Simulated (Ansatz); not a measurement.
`NBPS`, charge 0, multiplicity 1.

**Question.** Give a relaxed structure at PBE0-D4/def2-TZVP (Ansatz). (Estimate.)

**Answer.** The calculation gave: 
Cartesian coordinates in Å:
```
N -0.619 -0.696 -1.463
B -0.549 0.312 -0.519
P 1.147 0.573 0.406
S 0.387 -0.057 2.294
H 0.168 -1.272 -1.715
H -1.471 -0.941 -1.939
H -1.526 0.958 -0.278
H 1.034 1.971 0.625
H 1.430 -0.849 2.588
```
This is one stationary point; other conformers may exist.
